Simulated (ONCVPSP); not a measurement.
**Ti (Z = 22): one change to an ONCV potential, before and after**

* Element: titanium
* Generator: ONCVPSP 4.0.1
* Type: optimised norm-conserving Vanderbilt (ONCV)
* Functional: PBEsol
* Relativity: scalar-relativistic
* Frozen core: [Ne]
* Valence charge: 12
* Reference configuration: 3s2 3p6 3d2 4s2
* Partial waves: 3s+4s: rc 1.45 bohr, ncon 4, nbas 7, qcut 6.3 1/bohr, 3 projectors, debl 2.6 Ha; 3p: rc 1.40 bohr, ncon 4, nbas 8, qcut 9.8 1/bohr, 2 projectors, debl 1.2 Ha; 3d: rc 2.40 bohr, ncon 4, nbas 8, qcut 6.5 1/bohr, 2 projectors, debl 1.8 Ha
* Local potential: polynomial inside 1.05 bohr (lpopt 5, dvloc0 2 Ha)
* Core correction: Teter function, fcfact 4, rcfact 1.6

In the p channel the program set the typed energies aside and used -1.425, 0.250 Ha.

All-electron outer shells of the reference configuration (PBEsol, scalar-relativistic, ld1.x):

```csv
shell,level (eV),outermost node (bohr),outermost maximum (bohr)
2p,-443.92,–,0.22
3s,-62.45,0.40,0.87
3p,-38.77,0.37,0.90
4s,-4.48,1.24,2.92
3d,-4.27,–,0.98
```

Change: all radii but the core radius scaled by about 1.07 (s 1.56, p 1.50, d 2.58 bohr); local potential polynomial inside 1.12 bohr (lpopt 5, dvloc0 2 Ha).

Cutoffs: the cutoffs (Ha) at which the residual kinetic energy of the hardest occupied pseudo-wave falls to 1 and 0.1 mHa per electron; they do not see the model core or the augmentation charge, which bear on the density cutoff. Errors are all-electron minus pseudo energies relative to the spin-unpolarised reference configuration.

Question: Predict the effect on cutoff, ghosts and configuration errors.

Answer: The potential gets neither clearly harder nor softer (20 Ha and 51 Ha → 21 Ha and 25 Ha); of the 4 tests that both files solve, the error grows in 3 and shrinks in 0 by more than 15 % and 0.3 meV (median size 105.7 → 131.7 meV); neither file shows a bound ghost. More of the atom is replaced by a form fitted at one configuration, so other configurations suffer.

```tsv
quantity	base	changed
cutoff, loose	20 Ha	21 Ha
cutoff, tight	51 Ha	25 Ha
loose cutoff by channel	s 19 Ha, p 20 Ha, d 16 Ha	s 16 Ha, p 21 Ha, d 15 Ha
bound ghosts	none	none
GHOST(+) flags under 300 eV	none	none
error for 3s2 3p6 3d2 4s1, meV [ΔE 7.36 eV]	+0.7	+0.8
error for 3s2 3p6 3d2 4s0, meV [ΔE 20.83 eV]	+0.1	-2.5
error for 3s2 3p6 3d1 4s0, meV [ΔE 47.73 eV]	+211	+261
error for 3s1 3p6 3d2 4s2, meV [ΔE 69.47 eV]	-378	-460
rms error of d²Exc/dni dnj with the model core, mHa	2.16	2.43
```
